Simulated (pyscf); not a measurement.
H₃C–CH₂–CH₂–AlH₂, singlet

Gas-phase minimum from PySCF at ωB97X-D3(BJ)/def2-SVP, one conformer. H₃C–CH₂–CH₂–AlH₂ lies 24.5 kcal/mol over its isomer H₃C–Al(CH₃)–CH₃ (electronic energy, ωB97M-D3(BJ)/def2-TZVP). 

```xyz
13

C      1.1883     0.3207    -1.1546
C      1.2294     0.4732     0.3661
C      0.1316     1.4135     0.8886
Al    -1.7004     0.7959     0.5451
H      1.3072     1.2970    -1.6540
H      1.9836    -0.3452    -1.5252
H      0.2252    -0.1090    -1.4880
H      2.2288     0.8373     0.6647
H      1.1197    -0.5231     0.8306
H      0.2307     1.5465     1.9846
H      0.2673     2.4292     0.4712
H     -2.9183     1.8192     0.4996
H     -1.9909    -0.7593     0.3615
```

Bond lengths (Å): C1–C2 1.529, C1–H5 1.103, C1–H6 1.102, C1–H7 1.106, C2–C3 1.537, C2–H8 1.105, C2–H9 1.105, C3–Al4 1.964, C3–H10 1.109, C3–H11 1.106, Al4–H12 1.591, Al4–H13 1.593. Bond angles (°): C2–C1–H5 111.0, C2–C1–H6 112.1, C2–C1–H7 111.2, H5–C1–H6 107.8, H5–C1–H7 107.5, H6–C1–H7 107.0, C1–C2–C3 112.3, C1–C2–H8 109.0, C1–C2–H9 109.0, C3–C2–H8 110.6, C3–C2–H9 109.7, H8–C2–H9 105.9, C2–C3–Al4 114.5, C2–C3–H10 110.2 (the first ones only).

Properties at ωB97X-D3(BJ)/def2-SVP:

```
Quantity                                                                                                                                                                                                                                                                                                    Result
---------------------------------------------------------------------------------------------------------------------  -------------------------------------------------------------------------------------------------------------------------------------------------------------------------------------------
Harmonic wavenumbers, unscaled                                                                                         62, 123, 169, 278, 354, 478, 521, 630, 703, 802, 813, 903, 994, 1019, 1101, 1209, 1225, 1309, 1367, 1417, 1425, 1476, 1483, 1492, 1935, 1942, 3035, 3040, 3056, 3086, 3100, 3126, 3154 cm⁻¹
Zero-point energy                                                                                                                                                                                                                                                                                    66.9 kcal/mol
Rotational symmetry number                                                                                                                                                                                                                                                                                       1
Entropy of this conformer at 298 K and 1 atm, rigid rotor and harmonic oscillator, modes under 100 cm⁻¹ raised to 100                                                                                                                                                                              331.0 J/(mol K)
Dipole moment                                                                                                                                                                                                                                                                                               0.85 D
```

Single-point totals, which compare only within one level (frozen core for MP2 and CC):

```tsv
level	total energy (hartree)
ωB97X-D3(BJ)/def2-TZVP	-362.29945
PBE/def2-TZVP	-361.87395
r²SCAN/def2-TZVP	-362.08472
B3LYP-D3(BJ)/def2-TZVP	-362.24418
PBE0-D3(BJ)/def2-TZVP	-361.93276
M06-2X/def2-TZVP	-362.10392
ωB97M-D3(BJ)/def2-TZVP	-362.26478
HF/def2-TZVPP	-360.79425
MP2/def2-TZVPP	-361.41281
CCSD/def2-TZVPP	-361.46614
CCSD(T)/def2-TZVPP	-361.49079
```

Soft torsions are taken as harmonic, which can shift the entropy by several J/(mol K). The CCSD(T) − MP2 part came from Ansatz, without density fitting, on the same reference.
